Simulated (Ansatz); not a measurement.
A nudged elastic band was laid between two geometries of F3HSi (5 atoms, charge 0, multiplicity 1).

These are results of RKS B3LYP-D4/def2-SVP in Ansatz, not measurements.

```
movable images  : 7
climbing image  : yes
spring          : 5.0 eV/Å²
optimiser       : quadratic models (default)
start path      : through a guess of the saddle point
force threshold : 0.05 eV/Å
iteration limit : 60
end points      : relaxed
```

First end point:

```xyz
5
Properties=species:S:1:pos:R:3
Si 0.222 0.000 0.209
H 0.166 0.000 1.672
F 1.740 0.000 -0.304
F -0.504 1.296 -0.392
F -0.504 -1.296 -0.392
```

Last end point:

```xyz
5
Properties=species:S:1:pos:R:3
Si -0.888 0.000 0.125
H 1.603 0.000 1.664
F 1.497 0.000 0.740
F -0.546 1.253 -0.868
F -0.546 -1.253 -0.868
```

**Question.** What changes between the two ends?

**Answer.** Bonds broken: Si1–H2, Si1–F3. Bonds formed: H2–F3. F3HSi becomes F2Si + FH.

**Question.** Give the energies along the band, and the barrier.

**Answer.** It converged. The highest image is number 4 of 0 to 8, 346.0 kJ/mol above the first end and 82.2 kJ/mol above the last; the last end lies 263.8 kJ/mol above the first. Neighbouring images differ by up to 1.5 eV, so the band resolves the path poorly. A vibrational analysis at the climbing image gives one clearly imaginary mode, 1301i cm⁻¹: a first-order saddle point. The orbitals stay closed-shell, which can raise the energy where a bond breaks towards radicals; this wasn't checked here.

```
image  path coordinate (Å)  energy (kJ/mol)  Si1–H2 (Å)  Si1–F3 (Å)  H2–F3 (Å)
    0                 0.00              0.0        1.46        1.60       2.53
    1                 0.33             24.8        1.46        1.60       2.23
    2                 0.65            112.3        1.47        1.62       1.88
    3                 0.98            259.1        1.52        1.72       1.53
    4                 1.31            346.0        1.65        1.90       1.20
    5                 1.58            305.1        1.89        2.09       0.99
    6                 1.86            276.1        2.24        2.28       0.94
    7                 2.13            266.3        2.59        2.38       0.93
    8                 2.40            263.8        2.93        2.46       0.93
```

**Question.** What is the geometry of the highest image?

**Answer.** 
```xyz
5
Properties=species:S:1:pos:R:3
Si -0.286 0.000 0.324
H 0.988 0.000 1.368
F 1.610 0.000 0.341
F -0.596 1.276 -0.620
F -0.596 -1.276 -0.620
```

Run time: 49 s on 1 thread of Intel(R) Xeon(R) 6975P-C (Granite Rapids) (shared host), peak memory 0.13 GiB.
